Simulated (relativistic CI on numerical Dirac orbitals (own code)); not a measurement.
# Transition arrays of Sn²⁹⁺

These numbers are calculated, not measured: Dirac-Coulomb-Breit CI, KLI orbitals optimised for each configuration, a model potential for QED, valence Slater integrals scaled by 0.9, whole transition arrays (own radial code, finite nucleus).

CI space (outside the closed core [Ne] 3s2): 3p6.3d3, 3p6.3d2.4f, 3p5.3d4, 3p6.3d2.4p, 3p6.3d2.5f. Levels of other configurations are missing.

All E1 lines from the levels of 3p6.3d3; mean and standard deviation are weighted by gf, and upper levels are sorted by their leading configuration.

```tsv
Upper configuration	Lines	Σgf	Mean (eV)	Mean (nm)	σ (eV)	Strongest line (nm)
3p6.3d2.4f	721	303.6	879.27	1.410	7.63	1.401
3p5.3d4	1718	136.6	229.89	5.393	22.76	4.908
3p6.3d2.4p	466	12.3	728.79	1.701	7.16	1.696
3p6.3d2.5f	721	77.6	1164.80	1.064	8.01	1.064
```

Σgf per state of the lower configuration in bins of 0.2 nm over the central range (centre: value): 1.1: 0.65, 1.3: 0.55, 1.5: 1.98, 1.7: 0.10, 4.7: 0.02, 4.9: 0.25, 5.1: 0.27, 5.3: 0.15, 5.5: 0.07, 5.7: 0.06, 5.9: 0.04, 6.1: 0.08, 6.3: 0.11.

**Question.** How do configuration mixing and the scaling of the Slater integrals move the arrays?

**Answer.** Slater scale 0.9, no configuration mixing: 3p6.3d2.4f 879.1 ± 7.6 eV (Σgf 294.2), 3p5.3d4 230.1 ± 22.7 eV (Σgf 141.4), 3p6.3d2.4p 728.9 ± 7.0 eV (Σgf 12.4), 3p6.3d2.5f 1164.6 ± 8.0 eV (Σgf 66.4); Slater scale 1: 3p6.3d2.4f 880.0 ± 8.2 eV (Σgf 305.5), 3p5.3d4 233.0 ± 23.5 eV (Σgf 137.9), 3p6.3d2.4p 728.8 ± 7.7 eV (Σgf 12.3), 3p6.3d2.5f 1165.1 ± 8.6 eV (Σgf 78.2); Slater scale 0.8: 3p6.3d2.4f 878.5 ± 7.1 eV (Σgf 301.7), 3p5.3d4 226.7 ± 22.1 eV (Σgf 135.3), 3p6.3d2.4p 728.7 ± 6.7 eV (Σgf 12.3), 3p6.3d2.5f 1164.5 ± 7.5 eV (Σgf 77.1). With mixing, levels are counted to their leading configuration, so an array can shrink or vanish into another, and the sums then hold other lines.
